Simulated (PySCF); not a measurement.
## Co²⁺ (cobalt, charge +2) across methods

[Ar] 3d7, high-spin 4F determinant. Calculation: PySCF 2.14, in x2c-TZVPPall with one added diffuse shell each of s, p, d, f type (7s6p5d3f1g, 80 functions); scalar relativity by spin-free X2C-1e.

| method | E (hartree) | mean ε 3p β (eV) | mean ε 3d α (eV) | mean ε 3d β (eV) | Σ⟨r²⟩ (bohr²) | ⟨S²⟩ |
| --- | --- | --- | --- | --- | --- | --- |
| PBE0 | -1392.082 | -86.377 | -30.882 | -28.229 | 15.93 | 3.752 |
| wB97X | -1392.342 | -88.523 | -33.109 | -30.624 | 15.90 | 3.752 |
| r2SCANh | -1392.266 | -84.993 | -29.605 | -27.004 | 15.89 | 3.752 |
| M06-2X | -1392.316 | -90.321 | -33.799 | -30.560 | 15.87 | 3.756 |
| r2SCAN | -1392.274 | -83.589 | -28.577 | -26.071 | 15.94 | 3.752 |
| UHF | -1391.04522 | -96.633 | -38.048 | -34.388 | 15.60 | 3.754 |
| PBE | -1392.050 | -82.531 | -28.260 | -25.887 | 16.13 | 3.751 |
| LDA | -1389.604 | -82.697 | -28.564 | -25.923 | 16.15 | 3.751 |

Q: Estimate the same row for TPSS.

A: E (hartree) = -1392.340; mean ε 3p β (eV) = -82.807; mean ε 3d α (eV) = -28.083; mean ε 3d β (eV) = -26.063; Σ⟨r²⟩ (bohr²) = 16.06; ⟨S²⟩ = 3.751.
